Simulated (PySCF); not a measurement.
H₉Si₄, charge +1, multiplicity 1. Atoms are numbered in the order given.

```xyz
13

Si    -0.1350     2.1137     0.2866
Si    -0.0189     0.0543    -0.7149
Si    -1.8636    -1.1317     0.2666
Si     2.0136    -0.9339     0.0770
H     -0.3429     3.4257    -0.3803
H     -0.0392     2.2498     1.7634
H     -0.1246     0.3090    -2.1764
H     -1.7213    -2.5013    -0.2911
H     -3.1325    -0.4726    -0.1289
H     -1.6358    -1.0858     1.7337
H      1.9508    -2.3308    -0.4232
H      3.1612    -0.1707    -0.4722
H      1.9394    -0.8567     1.5588
```
Charge +1, spin multiplicity 1.

Geometry optimised at B3LYP-D3(BJ)/def2-SVP. The multiplicity is an assumed one; no other spin state was optimised. The isomer is the one that the SMILES or the coordinates give; other isomers of the formula were not compared.

Calculation: TDDFT-PBE0/def2-SVPD (PySCF).

Vertical excitations. The molecule is in vacuum.

```tsv
state	energy (eV)	λ (nm)	f	main pairs
S1	3.31	375	0.058	HOMO→LUMO 49 %, HOMO−1→LUMO 48 %
S2	3.33	372	0.064	HOMO→LUMO 49 %, HOMO−1→LUMO 48 %
S3	4.05	306	0.001	HOMO−2→LUMO 92 %
S4	4.51	275	0.001	HOMO−3→LUMO 96 %
S5	4.70	264	0.049	HOMO−4→LUMO 95 %
S6	4.83	257	0.005	HOMO−5→LUMO 77 %, HOMO−6→LUMO 19 %
S7	4.97	250	0.002	HOMO−6→LUMO 69 %, HOMO−5→LUMO 22 %
S8	5.57	222	0.003	HOMO−7→LUMO 95 %
S9	6.18	201	0.020	HOMO→LUMO+1 96 %
S10	6.69	185	0.001	HOMO→LUMO+2 91 %
T1	2.32	534	0	HOMO→LUMO 98 %
T2	2.65	467	0	HOMO−1→LUMO 89 %
T3	3.83	324	0	HOMO−2→LUMO 80 %
T4	4.46	278	0	HOMO−3→LUMO 93 %
```
Triplets are in the Tamm–Dancoff approximation, which puts them higher than full response would, so one can lie above its singlet here.
